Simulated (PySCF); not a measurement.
C2H5BO2, SMILES C=CB(O)O.

Geometry: B3LYP-D3(BJ)/def2-SVP. One conformer was computed; it need not be the lowest.

The numbers are results of PBE0/def2-TZVP in PySCF, not measurements.

Symmetry labels are those of the subgroup Cs that the program uses (full group Cs).

### Question
List the valence orbital energies around the gap with their symmetry. (Estimate from the structure and the level; the computed values follow.)

### Answer

```tsv
orbital	symmetry	energy (eV)
HOMO−7	A'	-12.70
HOMO−6	A'	-12.31
HOMO−5	A"	-11.13
HOMO−4	A'	-10.62
HOMO−3	A'	-10.51
HOMO−2	A"	-9.24
HOMO−1	A'	-9.14
HOMO	A"	-7.88
LUMO	A"	-0.75
LUMO+1	A'	0.80
LUMO+2	A'	1.68
LUMO+3	A'	2.22
```
